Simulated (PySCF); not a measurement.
## `B[Si@@H]1C[C@@H]1Cl`, C2H6BClSi

Molfile (atoms numbered from 1):
```
C2H6BClSi
     RDKit          3D

 11 11  0  0  0  0  0  0  0  0999 V2000
    1.8560   -0.8024    0.6325 B   0  0  0  0  0  0  0  0  0  0  0  0
    0.6674    0.5696    0.0588 Si  0  0  2  0  0  4  0  0  0  0  0  0
   -1.2104    0.4208    0.4476 C   0  0  0  0  0  0  0  0  0  0  0  0
   -0.9071    0.1197   -0.9803 C   0  0  2  0  0  0  0  0  0  0  0  0
   -1.1780   -1.5299   -1.5288 Cl  0  0  0  0  0  0  0  0  0  0  0  0
    2.9835   -0.5658    0.8399 H   0  0  0  0  0  0  0  0  0  0  0  0
    1.4918   -1.9014    0.8009 H   0  0  0  0  0  0  0  0  0  0  0  0
    0.9092    1.9858   -0.2492 H   0  0  0  0  0  0  0  0  0  0  0  0
   -1.5352   -0.4155    1.0482 H   0  0  0  0  0  0  0  0  0  0  0  0
   -1.7972    1.3095    0.6290 H   0  0  0  0  0  0  0  0  0  0  0  0
   -1.2746    0.8122   -1.7247 H   0  0  0  0  0  0  0  0  0  0  0  0
  1  2  1  0
  2  3  1  0
  3  4  1  0
  4  5  1  0
  4  2  1  0
  1  6  1  0
  1  7  1  0
  2  8  1  6
  3  9  1  0
  3 10  1  0
  4 11  1  6
M  END
```

Computed with PySCF 2.14.0, TDDFT wB97X-D/aug-cc-pVDZ circular dichroism and optical rotation, one conformer, gas phase. Geometry: GFN2-xTB.

(1) Draw the ECD and absorption spectra from the lowest 16 states, each a Gaussian of half-width 0.3 eV at 1/e height.

Results:

(1) 
| E (eV) | λ (nm) | Δε (L mol⁻¹ cm⁻¹) | ε (L mol⁻¹ cm⁻¹) |
| --- | --- | --- | --- |
| 3.36 | 369 | +0.55 | 574 |
| 3.46 | 358 | +1.48 | 1560 |
| 3.56 | 348 | +3.23 | 3400 |
| 3.66 | 338 | +5.62 | 5920 |
| 3.76 | 329 | +7.85 | 8260 |
| 3.86 | 321 | +8.76 | 9240 |
| 3.96 | 313 | +7.79 | 8280 |
| 4.06 | 305 | +5.43 | 5970 |
| 4.16 | 298 | +2.64 | 3540 |
| 4.26 | 291 | +0.12 | 1900 |
| 4.36 | 284 | -2.01 | 1210 |
| 4.46 | 278 | -3.59 | 1130 |
| 4.56 | 272 | -4.16 | 1210 |
| 4.66 | 266 | -3.14 | 1170 |
| 4.76 | 260 | -0.41 | 954 |
| 4.86 | 255 | +3.32 | 689 |
| 4.96 | 250 | +6.69 | 481 |
| 5.06 | 245 | +8.31 | 349 |
| 5.16 | 240 | +7.52 | 257 |
| 5.26 | 236 | +4.60 | 184 |
| 5.36 | 231 | +0.08 | 148 |
| 5.46 | 227 | -5.89 | 196 |
| 5.56 | 223 | -13.04 | 397 |
| 5.66 | 219 | -19.92 | 836 |
| 5.76 | 215 | -23.92 | 1560 |
| 5.86 | 211 | -23.07 | 2480 |
| 5.96 | 208 | -17.75 | 3290 |
| 6.06 | 204 | -10.48 | 3610 |
| 6.16 | 201 | -3.99 | 3370 |
| 6.26 | 198 | +0.29 | 2920 |
| 6.36 | 195 | +2.41 | 2810 |
| 6.46 | 192 | +2.84 | 3270 |
| 6.56 | 189 | +1.64 | 4040 |
| 6.66 | 186 | -1.09 | 4560 |
| 6.76 | 183 | -4.18 | 4480 |
| 6.86 | 181 | -5.52 | 3900 |
| 6.96 | 178 | -4.04 | 3190 |
| 7.06 | 176 | -1.62 | 2700 |
| 7.16 | 173 | -1.92 | 2590 |
| 7.26 | 171 | -7.06 | 2880 |
| 7.36 | 168 | -15.47 | 3450 |

Δε uses R in velocity form, ε uses f in length form. Only the states computed contribute, so the short-wavelength end is incomplete.
